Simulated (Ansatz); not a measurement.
Start from `C[N]([ZnH])C=O` and change one atom or group to get `C[NH][ZnH]`.

Ansatz, PBE0-D4/def2-TZVP geometries, multiplicity 1. Each molecule was computed in one conformer, which needn't be the lowest.

Scalar relativity is left out up to krypton.

```tsv
property	`C[N]([ZnH])C=O`
LUMO energy (B3LYP/def2-TZVPP) / eV	-1.27
HOMO energy (B3LYP/def2-TZVPP) / eV	-7.02
HOMO–LUMO gap (PBE0/def2-TZVPP) / eV	6.27
size of the dipole moment (PBE/def2-TZVPP) / D	3.69
ideal-gas entropy at 298 K and 1 bar (rigid rotor, harmonic PBE0-D4/def2-TZVP) / J/(mol·K)	342
HOMO–LUMO gap (B3LYP/def2-TZVPP) / eV	5.75
```

Task: What does the change do to each property? (Best estimate.)

Result: Ansatz gave: 
```json
{"property": "LUMO energy (B3LYP/def2-TZVPP) / eV", "`C[NH][ZnH]`": "-0.63", "shift": "0.64"}
{"property": "HOMO energy (B3LYP/def2-TZVPP) / eV", "`C[NH][ZnH]`": "-5.84", "shift": "1.18"}
{"property": "HOMO–LUMO gap (PBE0/def2-TZVPP) / eV", "`C[NH][ZnH]`": "5.68", "shift": "-0.59"}
{"property": "size of the dipole moment (PBE/def2-TZVPP) / D", "`C[NH][ZnH]`": "0.72", "shift": "-2.97"}
{"property": "ideal-gas entropy at 298 K and 1 bar (rigid rotor, harmonic PBE0-D4/def2-TZVP) / J/(mol·K)", "`C[NH][ZnH]`": "305", "shift": "-37"}
{"property": "HOMO–LUMO gap (B3LYP/def2-TZVPP) / eV", "`C[NH][ZnH]`": "5.21", "shift": "-0.54"}
```

With PBE0 the HOMO rises by 1.22 eV and the LUMO rises by 0.64 eV, so the gap narrows by about 0.58 eV. PBE moves the HOMO by 0.91 eV and ωB97M-V by 1.12 eV. The zero-point energy changes by -27.9 kJ/mol with -6 modes. Dipoles are sizes alone; their direction can turn.

Positive LUMOs are unbound, so they and the gaps depend on the basis.

B3LYP here is the variant with VWN-RPA as its local correlation; programs differ in this.
